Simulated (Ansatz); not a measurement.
Basis sets compared for the cluster Be5S4⁺. Charge 1, multiplicity 2. Geometry PBE-D4/def2-SVP. Ansatz on 4 threads of Intel Xeon on a shared host; times are rough, and most runs start from earlier orbitals.

```xyz
9

Be    0.459   -1.001    1.719
Be    1.058    0.069   -3.469
Be   -0.035    0.823   -0.276
Be    1.060   -0.925   -1.437
Be   -1.394    0.551    1.938
S    -0.957   -1.045    2.944
S    -0.513   -0.042   -2.321
S     1.702   -0.329    0.319
S    -1.380    1.897    0.583
```

Another isomer (doublet) lies 1.11 eV lower at PBE0-D4/def2-TZVP; other spin states weren't run for this one.

| level | functions | energy (Eh) | HOMO (eV) | LUMO (eV) | wall time |
| --- | --- | --- | --- | --- | --- |
| HF/STO-3G | 61 | -1645.2452 | -10.85 | -2.78 | 5 s |
| PBE-D4/def2-SVP | 117 | -1665.1438 | -10.00 | -8.72 | 7 s |
| PBE0-D4/def2-SVP | 117 | -1665.2993 | -11.03 | -7.99 | 12 s |

Q: Estimate the rows for HF/def2-TZVP, PBE-D4/def2-TZVP (with forces), PBE0-D4/def2-TZVP.

A: 
```json
{"level": "HF/def2-TZVP", "functions": "243", "energy (Eh)": "-1663.4505", "HOMO (eV)": "-13.23", "LUMO (eV)": "-4.88", "wall time": "24 s"}
{"level": "PBE-D4/def2-TZVP (with forces)", "functions": "243", "energy (Eh)": "-1665.7853", "HOMO (eV)": "-9.84", "LUMO (eV)": "-8.53", "wall time": "15 s"}
{"level": "PBE0-D4/def2-TZVP", "functions": "243", "energy (Eh)": "-1665.9404", "HOMO (eV)": "-10.86", "LUMO (eV)": "-7.77", "wall time": "28 s"}
```
